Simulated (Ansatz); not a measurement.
`C[SiH2]C[SiH2]F`, charge 0, multiplicity 1.

**Question.** Give a relaxed structure at PBE0-D4/def2-TZVP (Ansatz 0.2.0). (Estimate.)

**Answer.** Ansatz gave: 
```xyz
14

C     1.1147   -1.3033    1.0997
Si   -0.6407   -0.8748    0.6309
C    -0.7886    0.9196    0.0854
Si   -0.0235    1.3230   -1.5508
F     1.4970    0.8028   -1.5760
H     1.1891   -2.3488    1.4073
H     1.4567   -0.6824    1.9317
H     1.7897   -1.1417    0.2567
H    -1.5500   -1.1040    1.7894
H    -1.1055   -1.7486   -0.4839
H    -1.8544    1.1697    0.0104
H    -0.3650    1.5668    0.8612
H    -0.7420    0.6369   -2.6537
H     0.0225    2.7848   -1.8083
```
This is one stationary point; other conformers may exist.
